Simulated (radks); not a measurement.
Ionisation of the lithium ion Li+, [He], to 1s1 as the strength of local exchange is varied. Calculated with a radial shooting solver on a logarithmic mesh with Libxc functionals: scalar-relativistic Kohn-Sham, Slater X-alpha exchange (alpha = 2/3 is LDA exchange), no correlation, spin-unpolarised, spherical densities, finite nucleus; Fermi nuclear charge, rms radius 2.444 fm.

| alpha | E(Li+) (hartree) | exchange (hartree) | IE (eV) | -e of the level emptied (eV) | <r> of it (bohr) |
|---|---|---|---|---|---|
| 0.566 | -6.80126 | -1.16018 | 73.088 | 54.633 (1s) | 0.5991 |
| 0.667 | -7.01012 | -1.39137 | 76.257 | 57.740 (1s) | 0.5876 |
| 0.781 | -7.25025 | -1.66109 | 79.915 | 61.347 (1s) | 0.5752 |
| 0.895 | -7.49505 | -1.94011 | 83.661 | 65.061 (1s) | 0.5634 |
| 0.966 | -7.64986 | -2.11859 | 86.038 | 67.428 (1s) | 0.5562 |

NIST Atomic Spectra Database: 75.640 eV (theoretical). The Delta-SCF value meets it near alpha = 0.65. Spin polarisation and multiplet splitting are left out, so open shells lie too high by an amount that depends on their filling.

Beside tabulated values, note that spin-unpolarised runs miss the spin-polarisation part of the exchange energy of open shells.
